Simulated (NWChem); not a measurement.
Molecule: C4H7F; SMILES C1C(CC1)F

```xyz
12

F     -0.0097     1.8365     0.0000
C      0.4709     0.5384     0.0000
C     -0.0728    -0.4101    -1.0840
C     -0.0918    -1.5253     0.0000
C     -0.0728    -0.4101     1.0840
H      1.5666     0.5875     0.0000
H      0.5213    -0.5608    -1.9903
H     -1.0878    -0.1076    -1.3615
H      0.8312    -2.1136     0.0000
H     -0.9426    -2.2114     0.0000
H     -1.0878    -0.1076     1.3615
H      0.5213    -0.5608     1.9903
```
Atoms are numbered in this order, from 1.

Computed with NWChem. Pople sets run with spherical d functions. Coordinates come from a B3LYP/6-31G* (spherical d) optimisation. B3LYP is NWChem's, with the RPA form of VWN correlation. Level: B3LYP/6-31G* with SMD (1 M gas to 1 M solution), gas-phase geometry.

For solvent toluene:

```
Item                                         Result
-------------------------------------------  ------
solvation free energy (kcal/mol)               -3.8
cavity-dispersion-structure term (kcal/mol)    -2.2
dipole in solution (D)                         1.87
```

Q: How do the values read with solvent water instead?

A: 
* **solvation free energy (kcal/mol)**: -0.1
* **cavity-dispersion-structure term (kcal/mol)**: 2.6
* **dipole in solution (D)**: 2.05
